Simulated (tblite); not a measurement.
Species: C5H6F3NO.
Numbering: `[CH2:1]=[N:2]/[C:3](=[CH:4]/[C:5]([F:6])([F:7])[F:8])[O:9][CH3:10]` (hydrogens: H11, H12 on C1; H13 on C4; H14, H15, H16 on C10)

Computed geometry: GFN2-xTB, gas phase.

Entries marked ? are missing. Bonds in one row agree within 0.01 Å.

| coordinate | value |
| --- | --- |
| C1=N2 | 1.255 Å |
| N2–C3 | ? |
| C3=C4 | 1.351 Å |
| C4–C5 | 1.485 Å |
| C5–F6, C5–F7, C5–F8 | ? |
| C3–O9 | 1.336 Å |
| O9–C10 | ? |
| C1–H11 | 1.080 Å |
| C1–H12 | 1.091 Å |
| C4–H13 | 1.074 Å |
| C10–H14, C10–H15, C10–H16 | 1.091 Å |
| C1–N2–C3 | 124.5° |
| N2–C3–C4 | 122.0° |
| N2–C3–O9 | ? |
| C4–C3–O9 | 120.4° |
| C3–C4–C5 | ? |
| C4–C5–F6 | ? |
| C4–C5–F8 | ? |
| F6–C5–F7 | 105.6° |
| C3–O9–C10 | 117.7° |

**Question.** Fill in the missing values.

**Answer.** 
- N2–C3 = 1.379 Å, drawn single (imine nitrogen to vinylic carbon bearing oxygen); 0.06 Å below the sum of covalent radii, 1.44 Å.
- C5–F6, C5–F7, C5–F8 = 1.347 Å, drawn single (CF3 carbon to fluorine of a CF3 group); 0.02 Å above the sum of covalent radii, 1.33 Å.
- O9–C10 = 1.416 Å, drawn single (ether oxygen to methoxy carbon); equal to the sum of covalent radii, 1.42 Å.
- N2–C3–O9 = 117.3°, at the vinylic carbon bearing oxygen; the outer atoms are 2.319 Å apart.
- C3–C4–C5 = 121.7°, at the alkene CH carbon; the outer atoms are 2.478 Å apart.
- C4–C5–F6 = 113.8°, at the CF3 carbon; the outer atoms are 2.373 Å apart.
- C4–C5–F8 = 111.3°, at the CF3 carbon; the outer atoms are 2.337 Å apart.

Radii are Cordero's, carbon taken as 0.76, 0.73 or 0.69 Å for four, three, and two or fewer neighbours.

Its GFN2-xTB frequencies are all real (lowest 29 cm⁻¹). The numbers are those of one conformer (C1–N2–C3–C4 47°, N2–C3–O9–C10 4°). 2 starts were optimised and ended at 0.00 and 0.79 kcal/mol (GFN2-xTB); the lowest of these is shown.

The run took 0.81 s wall on an Intel Xeon Platinum 8488C with one thread (shared host). This is the geometry optimisation.
